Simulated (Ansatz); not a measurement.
Molecule: CH$_{5}$BNO, net charge 0, doublet state. It need not be the lowest isomer of its formula. SMILES: CN[B]O
Geometry from a B3LYP-D3(BJ)/def2-TZVP (Ansatz, a first-principles code) optimisation:
```xyz
9

C     -1.2535     0.7756     0.4226
N     -0.6649    -0.5490     0.2376
B      0.6264    -0.8133    -0.2052
O      1.5179     0.1696    -0.5273
H     -1.5513     0.9366     1.4619
H     -0.5163     1.5301     0.1571
H     -2.1310     0.9131    -0.2144
H     -1.2718    -1.3198     0.4583
H      2.3705    -0.1612    -0.8175
```
Charge 0, spin multiplicity 2.

Quantity: atomisation energy (electronic, to ground-state atoms), in kcal/mol. Valence correlation only, unless marked. Open shells are spin-unrestricted. Spin-orbit coupling is left out. No relativistic terms. The coupled-cluster limit lacks core correlation, which all-electron functionals hold. CBS marks a two-point X^-3 extrapolation of the correlation energy; Hartree-Fock from the larger set.

| level | program | atomisation energy (kcal/mol) |
|---|---|---|
| BLYP-D4/def2-TZVPD | Ansatz + dftd4 | 828.3 |
| r2SCAN0/def2-TZVPD | Ansatz | (withheld) |
| wB97M-V/def2-TZVPD | Ansatz | (withheld) |
| RPA@PBE/cc-pVQZ | Ansatz | 777.2 |
| SCS-MP2/6-31G* | Ansatz | 746.6 |
| CCSD/6-31G* | Ansatz | (withheld) |
| CCSD/cc-pVQZ | Ansatz | 798.0 |
| CCSD(T)/CBS(cc-pVTZ,cc-pVQZ) | Ansatz | (withheld) |

Question: Some entries are withheld; supply them.

Answer: 
- r2SCAN0/def2-TZVPD, atomisation energy (kcal/mol): 811.6
- wB97M-V/def2-TZVPD, atomisation energy (kcal/mol): 824.0
- CCSD/6-31G*, atomisation energy (kcal/mol): 731.3
- CCSD(T)/CBS(cc-pVTZ,cc-pVQZ), atomisation energy (kcal/mol): 819.7
